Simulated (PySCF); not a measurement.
All values below come from PySCF with B3LYP-D3(BJ)/def2-TZVP // B3LYP-D3(BJ)/def2-SVP. Isolated molecules, 0 K electronic values unless said otherwise. One relaxed conformer stands for a flexible species; it need not be the lowest. B3LYP has the VWN-RPA correlation part, as in Gaussian. Excitations are Tamm–Dancoff values on a coarser integration grid. The basis has no diffuse functions, so Rydberg states are missing or too high.

Reference species (SMILES): `CC[Si](I)(I)I` (C–C–Si–I torsion 180°) (neutral, multiplicity 1).

```yaml
S1 oscillator strength: 0.000
T1 excitation (TDA): 3.82 eV
LUMO: -2.20 eV
```

Changed species: `I[Si](CC)(CC)CC` (1 of 4 C2H5 replaced by I; the reference has 3 of 4 C2H5 replaced by I).

**Question.** Predict the effect on the S1 oscillator strength, T1 excitation (TDA) and LUMO.

**Answer.** the S1 oscillator strength rises by 0.014, to 0.014; the T1 excitation (TDA) goes up by 1.54 eV, to 5.36 eV; the LUMO rises by 2.10 eV, to -0.10 eV.
